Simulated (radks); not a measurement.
Results of a calculation; reference values are marked as such.
Ionisation of the xenon ion Xe25+, [Ar] 3d10 4s1, to Xe26+, [Ar] 3d10, under several functionals. Scalar-relativistic Kohn-Sham, spin-polarised, spherical densities, point nucleus; open shells are filled with parallel spins first (spin-orbit coupling, left out, can overturn this in heavy ions); a radial shooting solver on a logarithmic mesh with Libxc functionals.

functional,E(Xe25+) (hartree),Exc (hartree),IE (eV),-e(HOMO) (eV),<r> HOMO (bohr),IE error (eV)
revPBE,-7149.27299,-159.60300,861.51,844.85,0.6252,+4.5
BP86,-7150.07977,-160.41429,861.02,845.11,0.6246,+4.0
Wu-Cohen GGA,-7148.05436,-158.37180,861.75,845.70,0.6247,+4.7
"LDA (Slater exchange, Perdew-Zunger correlation)",-7142.72182,-153.00604,861.87,845.81,0.6247,+4.9
exchange-only B88,-7148.09380,-158.41424,860.94,844.77,0.6252,+3.9
RPBE,-7149.38127,-159.71232,861.63,844.65,0.6254,+4.6
PW91,-7149.78510,-160.11343,862.40,845.68,0.6250,+5.4

NIST Atomic Spectra Database: 857.0 eV (semi-empirical). Closest: exchange-only B88. The Delta-SCF values span 1.46 eV, the total energies 7.36 hartree. The highest occupied level is 4s.
